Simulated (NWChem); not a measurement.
## Basis-set convergence for AlBrF2

```xyz
4

Al     0.0000     0.0000     0.9525
F     -1.4295     0.0000     1.8018
F      1.4295     0.0000     1.8018
Br     0.0000     0.0000    -1.2804
```
Charge 0, spin multiplicity 1.

The numbers come from NWChem runs, not from measurements. All single points use one geometry, from PBE/def2-SVP, a minimum by its harmonic frequencies.

Quantity: LUMO energy at the level PBE0.

The Hamiltonian is non-relativistic. The Pople sets run with spherical d functions. The structure started from a generated list of species.

```json
[
 {"basis": "STO-3G", "functions": "37", "LUMO energy (eV)": "4.21"},
 {"basis": "cc-pVDZ", "functions": "73", "LUMO energy (eV)": "-1.61"},
 {"basis": "def2-SVP", "functions": "78", "LUMO energy (eV)": "…"},
 {"basis": "6-311G**", "functions": "106", "LUMO energy (eV)": "-1.63"},
 {"basis": "aug-pcseg-1", "functions": "109", "LUMO energy (eV)": "-1.87"},
 {"basis": "def2-SVPD", "functions": "111", "LUMO energy (eV)": "…"},
 {"basis": "cc-pVTZ", "functions": "137", "LUMO energy (eV)": "-1.63"},
 {"basis": "pcseg-2", "functions": "137", "LUMO energy (eV)": "-1.63"},
 {"basis": "aug-cc-pVTZ", "functions": "201", "LUMO energy (eV)": "-1.79"},
 {"basis": "def2-QZVP", "functions": "259", "LUMO energy (eV)": "…"}
]
```

Problem. Some entries are withheld; supply them.

Solution. 
- def2-SVP, LUMO energy (eV): -1.45
- def2-SVPD, LUMO energy (eV): -1.82
- def2-QZVP, LUMO energy (eV): -1.73
